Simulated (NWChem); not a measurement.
System meant: C₄H₃N; SMILES C#CCC#N

Here is an NWChem input.

```
start job
memory heap 200 mb stack 900 mb global 1100 mb
geometry units angstroms noautoz
  C      0.583465    -2.193172     0.000000
  C     -0.061744    -1.171474     0.000000
  C     -0.854886     0.054582     0.000000
  C     -0.047029     1.275821     0.000000
  N      0.575747     2.249747     0.000000
  H      1.161468    -3.099343     0.000000
  H     -1.516326     0.078630     0.883295
  H     -1.516326     0.078630    -0.883295
end
basis spherical
  * library def2-svp
end
dft
  odft
  mult 2
  xc b3lyp
  iterations 150
  mulliken
end
task dft energy
```

End of the output:

```
 Summary of "ao basis" -> "" (spherical)
 ------------------------------------------------------------------------------
       Tag                 Description            Shells   Functions and Types
 ---------------- ------------------------------  ------  ---------------------
 *                          def2-svp                  on all atoms

                                 NWChem DFT Module
                                 -----------------

 Summary of "ao basis" -> "ao basis" (spherical)
 ------------------------------------------------------------------------------
       Tag                 Description            Shells   Functions and Types
 ---------------- ------------------------------  ------  ---------------------
 C                          def2-svp                 6       14   3s2p1d
 N                          def2-svp                 6       14   3s2p1d
 H                          def2-svp                 3        5   2s1p

 Summary of "ao basis" -> "ao basis" (spherical)
 ------------------------------------------------------------------------------
       Tag                 Description            Shells   Functions and Types
 ---------------- ------------------------------  ------  ---------------------
 C                          def2-svp                 6       14   3s2p1d
 N                          def2-svp                 6       14   3s2p1d
 H                          def2-svp                 3        5   2s1p

      Symmetry analysis of basis
      --------------------------

        a'         59
        a"         26

  number of electrons :                   34
  multiplicity        :                    2
 ------------------------------------------------------------------------
  no. of electrons and multiplicity not compatible                  34
 ------------------------------------------------------------------------
 ------------------------------------------------------------------------
  current input line :
    23: task dft energy
 ------------------------------------------------------------------------
 ------------------------------------------------------------------------
 There is an error in the input file
 ------------------------------------------------------------------------
 For more information see the NWChem manual at https://nwchemgit.github.io

0: no. of electrons and multiplicity not compatible:Received an Error in Communication
```

Task: Can this run be used? If not, why, and what is the fix?

Result: The program refused the input. Cause: the multiplicity doesn't fit the number of electrons (an even count wants an odd multiplicity, and the reverse). This input runs:
```
start job
memory heap 200 mb stack 900 mb global 1100 mb
geometry units angstroms noautoz
  C      0.583465    -2.193172     0.000000
  C     -0.061744    -1.171474     0.000000
  C     -0.854886     0.054582     0.000000
  C     -0.047029     1.275821     0.000000
  N      0.575747     2.249747     0.000000
  H      1.161468    -3.099343     0.000000
  H     -1.516326     0.078630     0.883295
  H     -1.516326     0.078630    -0.883295
end
basis spherical
  * library def2-svp
end
dft
  xc b3lyp
  iterations 150
  mulliken
end
task dft energy
```
It converges to -208.72929 Ha (B3LYP/def2-SVP).
